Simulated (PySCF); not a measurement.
Excitation energy of Re⁺ by level of theory

Re⁺ [Xe] 4f14 5d5 6s1 (7S) → Re⁺ [Xe] 4f14 5d4 6s1 6p1 (high-spin determinant), as a difference of total energies. All numbers are calculated (PySCF 2.14, scalar relativity through the core potential, in aug-cc-pwCVDZ-PP with ECP60MDF (6s6p5d3f, 70 functions)). Correlated levels: valence and next inner shell: nothing frozen outside the core potential. The calculations carry no spin-orbit coupling.

```csv
method,excitation energy (eV)
UHF,6.734
MP2 (valence and next inner shell),7.183
SCS-MP2 (valence and next inner shell),6.982
CCSD (valence and next inner shell),7.054
CCSD(T) (valence and next inner shell),7.057
```

Task: How much does correlation contribute at CCSD(T) (valence and next inner shell)?

Result: 7.057 − (6.734) = 0.323 eV, measured against UHF.

The coupled-cluster amplitudes are large for the upper state (T1 above 0.03 or a double amplitude above 0.15), so a single reference is strained.

The determinant of the upper state mixes LS terms, which raises its energy above the lowest term, most at the Hartree-Fock and MP2 levels.
